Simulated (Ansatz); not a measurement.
WClH₅, SMILES [Cl][WH5], multiplicity 1. Atoms are numbered in the order given.

```xyz
7

W      0.0733     0.0000    -0.4184
Cl     1.9285     0.0000     0.9758
H     -0.1132    -1.4373     0.4098
H      0.9385     0.0000    -1.8977
H     -1.3569    -0.8829    -0.7040
H     -0.1132     1.4373     0.4097
H     -1.3569     0.8828    -0.7041
```

Geometry: B3LYP-D3(BJ)/def2-TZVP. The multiplicity is an assumed one; no other spin state was optimised. The structure was generated by enumeration; whether it is a known compound was not checked. The def2 effective core potentials stand for the cores of W; spin–orbit coupling is left out.

Two levels are set side by side: PBE-D3(BJ)/def2-TZVP (Ansatz, an electronic-structure program) and B3LYP-D3(BJ)/def2-TZVP (Ansatz). Each level has its own optimised geometry; the coordinates shown are those of the second. Differences are taken from unrounded values.

```tsv
quantity	B3LYP-D3(BJ)	PBE-D3(BJ)	PBE-D3(BJ) minus B3LYP-D3(BJ)
mean bond length (Å)	1.797	1.799	0.002
bond W1–Cl2 (Å)	2.321	2.308	-0.013
bond W1–H3 (Å)	1.669	1.673	0.004
bond W1–H4 (Å)	1.714	1.721	0.007
bond W1–H5 (Å)	1.705	1.709	0.004
bond W1–H6 (Å)	1.669	1.673	0.004
bond W1–H7 (Å)	1.705	1.709	0.004
```

Here PBE gives about what the other level gives.
